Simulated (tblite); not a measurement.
Compound: C2H7FSSi.
SMILES with atom numbers: `[F:1][CH2:2][CH2:3][SiH2:4][SH:5]` (hydrogens: H6, H7 on C2; H8, H9 on C3; H10, H11 on Si4; H12 on S5)

Computed with GFN2-xTB (tblite), gas phase: L-BFGS steps from a force-field or distance-geometry start until the largest atomic force falls under 0.01 eV/Å.

Step 0: E = -478.3209 eV
```
atom  x, y, z in Å  |  force x, y, z in eV/Å
F1     -1.3282   -1.0059    1.5792   -0.057  -0.194   0.123
C2     -1.4358   -0.8034    0.2273    0.190   0.012   0.005
C3     -0.7866    0.5211   -0.1097   -1.017   0.400  -0.571
Si4     1.0470    0.6047    0.0917    1.449   0.166   0.998
S5      1.9820   -0.6460   -1.3725    0.263  -0.089  -0.077
H6     -0.9644   -1.6578   -0.2695    0.120   0.046   0.025
H7     -2.4947   -0.7994   -0.0199   -0.295   0.003   0.057
H8     -1.0382    0.7812   -1.1458   -0.088  -0.084   0.135
H9     -1.2374    1.2962    0.5218   -0.007  -0.159  -0.099
H10     1.5317    1.9802   -0.1125   -0.101  -0.175  -0.042
H11     1.4844    0.1418    1.4394   -0.160   0.106  -0.489
H12     3.2415   -0.4133   -0.9934   -0.297  -0.032  -0.066
```

Step 1: E = -478.3684 eV
```
atom  x, y, z in Å  |  force x, y, z in eV/Å
F1     -1.3290   -1.0087    1.5809   -0.020  -0.143   0.051
C2     -1.4330   -0.8033    0.2274   -0.101   0.042  -0.023
C3     -0.8011    0.5268   -0.1178    0.082   0.129  -0.098
Si4     1.0677    0.6070    0.1060    0.418   0.069   0.441
S5      1.9858   -0.6473   -1.3736    0.102  -0.049  -0.033
H6     -0.9627   -1.6572   -0.2691    0.132   0.048   0.014
H7     -2.4989   -0.7993   -0.0191   -0.120  -0.040   0.096
H8     -1.0395    0.7800   -1.1439   -0.181   0.009  -0.209
H9     -1.2375    1.2939    0.5204   -0.132  -0.002  -0.017
H10     1.5302    1.9777   -0.1131   -0.016  -0.029  -0.044
H11     1.4821    0.1433    1.4324   -0.031  -0.011  -0.135
H12     3.2373   -0.4138   -0.9943   -0.132  -0.023  -0.042
```

Step 2: E = -478.3774 eV
```
atom  x, y, z in Å  |  force x, y, z in eV/Å
F1     -1.3295   -1.0116    1.5821   -0.018  -0.104  -0.012
C2     -1.4347   -0.8025    0.2270   -0.031   0.041  -0.012
C3     -0.8011    0.5298   -0.1205    0.185   0.044  -0.025
Si4     1.0777    0.6086    0.1158    0.078   0.036   0.081
S5      1.9881   -0.6483   -1.3743   -0.019  -0.014   0.009
H6     -0.9601   -1.6562   -0.2688    0.092   0.080   0.022
H7     -2.5016   -0.8001   -0.0172   -0.086  -0.037   0.089
H8     -1.0430    0.7801   -1.1476   -0.133   0.007  -0.159
H9     -1.2400    1.2936    0.5199   -0.118   0.016  -0.032
H10     1.5298    1.9769   -0.1140    0.023   0.034  -0.041
H11     1.4813    0.1432    1.4291    0.049  -0.089   0.101
H12     3.2344   -0.4142   -0.9952   -0.022  -0.014  -0.022
```

Question: Estimate the geometry and energy of step 3. (The exact step hangs on the optimiser's Hessian estimate; all steps are aligned on step 2, rigid shifts and turns removed.)

Answer: E = -478.3807 eV, largest force 0.212 eV/Å
```
atom  x, y, z in Å  |  force x, y, z in eV/Å
F1     -1.3300   -1.0146    1.5822   -0.013  -0.074  -0.038
C2     -1.4354   -0.8015    0.2267    0.003   0.041  -0.007
C3     -0.7984    0.5318   -0.1222    0.096   0.023  -0.024
Si4     1.0828    0.6098    0.1205   -0.037   0.016  -0.044
S5      1.9885   -0.6489   -1.3744   -0.063   0.002   0.028
H6     -0.9575   -1.6544   -0.2683    0.066   0.085   0.015
H7     -2.5042   -0.8010   -0.0150   -0.033  -0.024   0.079
H8     -1.0465    0.7801   -1.1515   -0.077  -0.010  -0.064
H9     -1.2429    1.2937    0.5191   -0.077   0.004  -0.061
H10     1.5300    1.9773   -0.1150    0.040   0.056  -0.035
H11     1.4819    0.1415    1.4300    0.072  -0.108   0.167
H12     3.2330   -0.4146   -0.9959    0.021  -0.011  -0.016
```

The energy changes by -0.0033 eV. The first-order estimate −F·Δx gives -0.0045 eV and the mean of the old and new forces, exact on a quadratic surface, -0.0033 eV. The step makes an angle of 27° with the force vector and moves no atom by more than 0.007 Å.

The cost below is that of the whole relaxation. Time: 0.29 s wall. Hardware: one thread of an Intel Xeon Platinum 8488C, no GPU, shared host with 96 logical CPUs at a one-minute load of 61.
